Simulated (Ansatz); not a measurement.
Mulliken charges of CH4MoO3 (`[CH3][Mo](=[O])(=[O])[OH]`) from PBE/def2-TZVPP in Ansatz (PBE0-D4/def2-TZVP geometry).

```csv
atom,x (Å),y (Å),z (Å),charge (e)
C1,-0.840,-0.934,-0.499,-0.459
Mo2,0.652,0.490,-0.105,1.266
O3,0.722,1.460,-1.469,-0.467
O4,2.079,-0.374,0.052,-0.459
O5,0.169,1.446,1.425,-0.469
H6,-0.598,-1.490,-1.407,0.129
H7,-0.908,-1.630,0.342,0.117
H8,-1.795,-0.419,-0.635,0.123
H9,0.607,1.405,2.279,0.220
```

**Question.** By hand: the dipole of these point charges (1 e Å = 4.8032 D).

**Answer.** Σ q r = (-0.430, -0.265, 0.372) e Å, of length 0.627 e Å = 3.01 D.

**Question.** How does the dipole of the full density compare? (Best estimate.)

**Answer.** Ansatz gave: (-0.313, -0.148, 0.536) e Å, 3.06 D; the point charges give 0.98 times that, at 21° from its direction.

Point charges leave out the atoms' own dipoles, such as those of lone pairs, and Mulliken's split depends on the basis, so the two needn't agree.
